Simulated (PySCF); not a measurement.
# B(3+) (boron, charge +3) across methods

1s2, closed-shell 1S. Computed with PySCF 2.14 in dyall-av3z, with the spin-free X2C one-electron Hamiltonian (Gaussian nucleus).

```json
{"method": "B97-3", "E (hartree)": "-22.0458", "mean ε 1s (eV)": "-239.49", "Σ⟨r²⟩ (bohr²)": "0.2858", "⟨S²⟩": "0.000"}
{"method": "LDA", "E (hartree)": "-21.7493", "mean ε 1s (eV)": "-229.18", "Σ⟨r²⟩ (bohr²)": "0.2918", "⟨S²⟩": "0.000"}
{"method": "M06", "E (hartree)": "-22.0561", "mean ε 1s (eV)": "-239.05", "Σ⟨r²⟩ (bohr²)": "0.2859", "⟨S²⟩": "0.000"}
{"method": "r2SCANh", "E (hartree)": "-22.0390", "mean ε 1s (eV)": "-236.98", "Σ⟨r²⟩ (bohr²)": "0.2854", "⟨S²⟩": "0.000"}
{"method": "UHF", "E (hartree)": "-21.99245", "mean ε 1s (eV)": "-259.71", "Σ⟨r²⟩ (bohr²)": "0.2835", "⟨S²⟩": "0.000"}
{"method": "r2SCAN", "E (hartree)": "-22.0395", "mean ε 1s (eV)": "-234.38", "Σ⟨r²⟩ (bohr²)": "0.2857", "⟨S²⟩": "0.000"}
{"method": "wB97M-V", "E (hartree)": "-22.0482", "mean ε 1s (eV)": "-241.55", "Σ⟨r²⟩ (bohr²)": "0.2849", "⟨S²⟩": "0.000"}
{"method": "PBE", "E (hartree)": "-21.9885", "mean ε 1s (eV)": "-231.36", "Σ⟨r²⟩ (bohr²)": "0.2885", "⟨S²⟩": "0.000"}
```

(1) Estimate the same row for PBE0.

Results:

(1) E (hartree) = -22.0008; mean ε 1s (eV) = -238.65; Σ⟨r²⟩ (bohr²) = 0.2871; ⟨S²⟩ = 0.000.
